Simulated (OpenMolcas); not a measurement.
Computed transition rates of Xe2+

```
Program             : OpenMolcas 26.06
Method              : MS-RASPT2, IPEA 0.25 Eh, imaginary shift 0.1 Eh (closed shells correlated: 4d)
Basis               : ANO-RCC [10s9p8d5f3g]
Scalar Hamiltonian  : DKH2, point nucleus
Active space        : 6 electrons in 9 orbitals (RAS2 5s 5p; RAS3 5d, at most 2 electrons)
State averaging     : 2S+1 = 3 even, 3 roots; 2S+1 = 1 even, 7 roots; 2S+1 = 3 odd, 3 roots; 2S+1 = 1 odd, 3 roots
Spin-orbit coupling : state interaction with AMFI integrals over the reference wave functions, term energies averaged over their components
```

Rates come from the transition moments of the reference wave functions (E1 and E2 in the length form). At fixed line strength A goes as λ^-3 for E1 and M1 and as λ^-5 for E2, so a rate at the computed wavelength can be rescaled to the measured one. Measured vacuum wavelengths follow from level energies in Saloman, J. Phys. Chem. Ref. Data 33, 765 (2004). Branching counts decays inside the model space alone, at computed energies, and the table is only a selection of the E2 and M1 lines, drawn from those between levels with measured partners whose computed energy lies within a factor of 1.5 of the measured one.

```tsv
Upper	Lower	Type	λ computed (nm)	λ measured (nm)	A computed (s-1)	A rescaled (s-1)	Branching %
5s² 5p⁴ ¹S₀	5s² 5p⁴ ³P₁	M1	388.2	380.1	1.51e+02		94.4
5s² 5p⁴ ¹D₂	5s² 5p⁴ ³P₂	M1	614.5	584.8	1.62e+01		94.4
5s² 5p⁴ ³P₁	5s² 5p⁴ ³P₂	M1	1154	1021	1.32e+01	1.91e+01	99.7
5s² 5p⁴ ¹S₀	5s² 5p⁴ ¹D₂	E2	551	526.2	6.97e+00	8.77e+00	4.3
5s² 5p⁴ ¹S₀	5s² 5p⁴ ³P₂	E2	290.5	277	2.05e+00		1.3
5s² 5p⁴ ¹D₂	5s² 5p⁴ ³P₁	M1	1314	1369	6.15e-01		3.6
5s² 5p⁴ ¹D₂	5s² 5p⁴ ³P₂	E2	614.5	584.8	3.41e-01		2.0
5s² 5p⁴ ³P₀	5s² 5p⁴ ³P₂	E2	1282	1230	3.75e-02	4.61e-02	100.0
```

Spin-changing lines and M1 lines between different terms are not rescaled, since their strength hangs on the term gaps too.

The largest correction is for 5s² 5p⁴ ³P₁ → 5s² 5p⁴ ³P₂ (M1): 1.32e+01 × (1154 / 1021)^3 = 1.91e+01 s-1, a factor of 1.44.

The computed rate and branching of 5s² 5p⁴ ³P₀ → 5s² 5p⁴ ³P₂ give the upper level a radiative lifetime of 1.000 / 3.75e-02 s-1 = 2.67e+01 s, counting decays inside the model space alone. The rescaled rate gives about 2.2e+01 s.

No measured rate stands beside these. Rescaling mends the energy factor alone: line strengths can still be far off where a level mixes with configurations outside the active space, and weak or spin-changing lines hang on small mixing coefficients that depend on the term gaps too, so rescaling need not improve them.

Term energies are means over components that CASPT2 splits; among the terms shown or strongly mixed into the levels shown the widest spread is 240 cm-1 (5s² 5p⁴ ¹D). The run also gave levels led by 5s 5p⁴ 5d, 5s² 5p³ 5d, which use shells meant for correlation; these and all levels above them are left out. Computed and measured levels are paired by configuration, term and J; levels that our copy of the source lacks, or whose pairing is in doubt (as where it misses far off the trend of its configuration), stay unpaired. Levels of configurations outside the active space are missing.
